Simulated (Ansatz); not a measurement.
An input meant for the cluster AlSi3 (charge 0, doublet).

```yaml
crystal:
  periodic: [false, false, false]
  atoms:
    - {symbol: Al, position_ang: [-1.543480, 0.546629, -0.129144]}
    - {symbol: Si, position_ang: [0.682718, 1.352016, -0.057443]}
    - {symbol: Si, position_ang: [1.563897, -0.495431, -0.048802]}
    - {symbol: Si, position_ang: [-0.369908, -1.422737, 0.200649]}
basis:
  gaussian: {orbitals: aug-cc-pVDZ, nuclear_model: gaussian}
magnetization: {spin_polarized: true, initial_magnetization: 1}
hamiltonian: {xc: {name: B97M-V}}
scf: {lower_state_search: off}
relax: {f_tol: 0.0001, max_steps: 1}
output: {forces: true}
```

```sh
$ ansatz run in.yaml --threads 4 --pin off --events-out ev --progress --plain --max-ram 3916MiB
```

It prints (some lines left out):

```
Functional definition: B97M-V
1273 factors; their error is unknown
mean field evaluation 1: about -30212.3912 eV, gradient 2.6e1 eV
mean field evaluation 2: about -30160.1261 eV, gradient 7.2e1 eV
mean field evaluation 4: about -30215.1247 eV, gradient 2.0e1 eV
mean field evaluation 8: about -30219.1043 eV, gradient 9.7e-1 eV
mean field evaluation 16: about -30219.0103 eV, gradient 2.3e-2 eV
mean field evaluation 32: about -30219.0103 eV, gradient 4.2e-5 eV
mean field -30219.01034395 eV, -1110.5281469594 hartree, gradient 6.4e-6 eV, S^2 0.762426; 0 other end points of the search recorded, 0 dependent functions left out
reference -30219.01043644 eV, -1110.5281503581 hartree; 28, 27 occupied and 80, 81 virtual orbitals, 1273 factors
relax step   1: F+E_penalty+E_count = -30219.01034395 eV  Δ(F+E_penalty+E_count) = +0.000e0 eV  max|allowed force component| = 3.306e0 eV/Å  Δτ_max = 0.0000 Å  (28 SCF iters, accepted)
Error: geometry relaxation did not converge after 1 steps: max|allowed force component| = 3.31e0 eV/Å (threshold 1.0e-4). Raise `relax.max_steps` over both its present limit and 1, loosen `relax.f_tol`, or start from a geometry closer to equilibrium. Where this run's directory can be resumed (`checkpoint.write`), a resume goes on for up to `relax.max_steps` more
```

In this input the relaxation is allowed too few steps for its threshold. The SCF steps converged, but the relaxation ran out of steps.
